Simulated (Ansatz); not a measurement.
Reaction (formal exchange of groups at the Si–O bond): `N[SiH2]O[SiH](N)Cl` + `O[SiH2]F` → `N[SiH2][SiH](O)F` + `N[SiH](O)Cl`

Gas-phase electronic energies from Ansatz, PBE0-D4/def2-TZVP geometries. CCSD(T)/CBS is the MP2 limit (def2-TZVPP, def2-QZVPP) plus CCSD(T) − MP2 in def2-TZVPP, frozen cores. DFT in def2-TZVPP. B3LYP here is the variant with VWN-RPA as its local correlation; programs differ in this. Each species was taken in one conformer, which may not be the lowest.

CCSD(T)/CBS gives +146.7 kJ/mol.

Question: Another level gave +144.8 kJ/mol. Which?
A. MP2/def2-TZVPP
B. PBE-D4/def2-TZVPP
C. PBE0-D4/def2-TZVPP
D. B3LYP-D4/def2-TZVPP

Answer: D. B3LYP-D4 144.8, PBE-D4 115.7, PBE0-D4 127.6, MP2/def2-TZVPP 155.2 kJ/mol.

Largest T1 diagnostic among the species: 0.012.

In def2-TZVPP, CCSD(T) changes the Hartree–Fock value by −24.8 kJ/mol (the triples alone add −3.4 kJ/mol) and MP2 by −16.9 kJ/mol. The D4 term adds +4.7 kJ/mol with B3LYP and +3.1 kJ/mol with PBE0; it sums over pairs of atoms, weighted by their polarisabilities, and B3LYP, whose exchange is more repulsive, gets the larger term.
